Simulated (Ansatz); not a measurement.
Frontier orbitals of `B[Si](B)(C)[SiH3]`.

Cartesian coordinates in Å:
```
B -1.669 0.252 -0.096
Si -0.009 -0.859 0.359
B 1.025 -1.138 -1.224
C 0.725 -0.497 2.045
Si 0.110 0.974 -1.102
H -2.406 -0.362 -0.816
H -2.113 0.777 0.887
H 0.399 -1.312 -2.236
H 2.210 -1.302 -1.243
H 0.737 0.578 2.243
H 1.738 -0.894 2.129
H 0.104 -0.960 2.818
H -0.019 1.252 -2.548
H -1.505 1.336 -0.816
H 0.674 2.155 -0.400
```

Total charge 0; spin multiplicity 1. All single points use the PBE0-D4/def2-TZVP geometry. Basis def2-TZVPP, Ansatz 0.2.0.

```
functional  HOMO (eV)  LUMO (eV)  gap (eV)
       PBE      -6.25      -2.81      3.44
    B97M-V      -6.50      -2.72      3.78
      PBE0      -7.17      -2.04      5.13
     B3LYP      -6.98      -2.19      4.79
   LC-ωPBE      -9.52      -0.02      9.50
   ωB97M-V      -9.11      -0.23      8.88
        HF      -9.09       1.09     10.18
```

A quarter of exact exchange (PBE0) shifts PBE's HOMO by −0.92 eV and its LUMO by +0.77 eV; full exchange at long range (ωB97M-V) shifts them by −2.86 and +2.58 eV. The gap opens from 3.44 to 8.88 eV, since occupied levels lose self-interaction and empty ones feel all the electrons.

B3LYP here is the variant with VWN-RPA as its local correlation; programs differ in this. LC-ωPBE has ω = 0.4 bohr⁻¹.
